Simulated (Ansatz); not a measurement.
C4H11Al, SMILES `C[CH2][Al]([CH3])[CH3]` at its PBE0-D4/def2-TZVP geometry, where that method's forces vanish. The species carries charge 0 and has multiplicity 1.

```xyz
16

C     2.3294   -0.1498    0.1711
C     1.0406   -0.9453    0.3718
Al   -0.6462   -0.0149   -0.0234
C    -2.3382   -0.9944    0.1033
C    -0.6121    1.8729   -0.5462
H     3.2235   -0.7290    0.4229
H     2.3471    0.7530    0.7883
H     2.4428    0.1801   -0.8656
H     0.9790   -1.3085    1.4077
H     1.0652   -1.8654   -0.2286
H    -3.1715   -0.3519    0.4027
H    -2.6039   -1.4111   -0.8763
H    -2.2893   -1.8368    0.7990
H    -0.3054    2.4984    0.3008
H    -1.5815    2.2434   -0.8890
H     0.1205    2.0595   -1.3385
```

(1) What forces (eV/Å) does ωB97M-V/def2-TZVPP give on these atoms in the Gaussian-basis code of Ansatz? (An estimate is asked.)

## Answers

(1) The calculation gave: 
```
C1   0.202  0.108 -0.027
C2  -0.184 -0.143  0.039
Al3  0.009 -0.007 -0.001
C4  -0.023 -0.014 -0.003
C5   0.010  0.030 -0.007
H6  -0.075  0.052 -0.021
H7  -0.005 -0.060 -0.042
H8  -0.011 -0.022  0.071
H9   0.014  0.024 -0.070
H10  0.006  0.063  0.043
H11  0.056 -0.052 -0.018
H12  0.013  0.029  0.070
H13 -0.010  0.057 -0.051
H14 -0.022 -0.036 -0.059
H15  0.071 -0.021  0.023
H16 -0.050 -0.007  0.053
```
